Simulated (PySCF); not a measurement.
Homolysis of single bonds, series Ga Cl-CH3. Gas-phase values, no solvent. Strings in code marks are SMILES.

Method: B3LYP-D3(BJ)/def2-TZVP // PBE0-D4/def2-TZVP in PySCF. B3LYP has the VWN-RPA correlation part, as in Gaussian. 

| species | dipole moment (D) |
|---|---|
| whole molecule (`[Cl][Ga]([Cl])[Cl]`) | 0.00 |
| whole molecule (`[CH3][Ga]([Cl])[Cl]`) | 2.76 |
| whole molecule (`[Ga]([CH3])([Cl])[CH3]`) | 2.79 |
| radical fragment (`[Ga]([CH3])[CH3]`) | 0.44 |
